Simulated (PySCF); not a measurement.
Dipole response of P⁻ (phosphorus, charge -1)

[Ne] 3s2 3p4, high-spin 3P determinant. Computed with PySCF 2.14 in aug-cc-pV(T+d)Z with one added diffuse shell each of s, p, d, f type (7s6p5d3f, 71 functions), with the non-relativistic Hamiltonian (point nucleus). Coupled (time-dependent) response in atomic units; α is the mean over directions.

```
method  mean α (bohr³)         α xx, yy, zz  C₆ (like pair)  S(−4)
   UHF           110.3  73.99, 183.0, 73.99            1190  17380
```

S(−4) is the Cauchy moment in α(ω) = α(0) + S(−4) ω² + …

α(iu) at UHF:

| u (hartree) | α(iu) (bohr³) |
| --- | --- |
| 0 | 110.3 |
| 0.0500 | 86.46 |
| 0.100 | 63.37 |
| 0.200 | 38.16 |
| 0.300 | 25.55 |
| 0.500 | 13.61 |
| 0.750 | 7.484 |
| 1.00 | 4.693 |
| 1.50 | 2.340 |
| 2.00 | 1.412 |
| 3.00 | 0.6973 |
| 5.00 | 0.2963 |

A single London oscillator, α(iu) = α/(1 + u²/ω²), gives C₆ = (3/4) ω α². Matching the computed C₆ needs ω = 4 × 1190 / (3 × 110.3²) = 0.130 hartree.

For an ion, C₆ is the dispersion term alone; charge-induced terms of lower order in 1/R come first.

The components differ because the open shell of this determinant is not spherical; for a pure term their mean is the scalar polarisability.
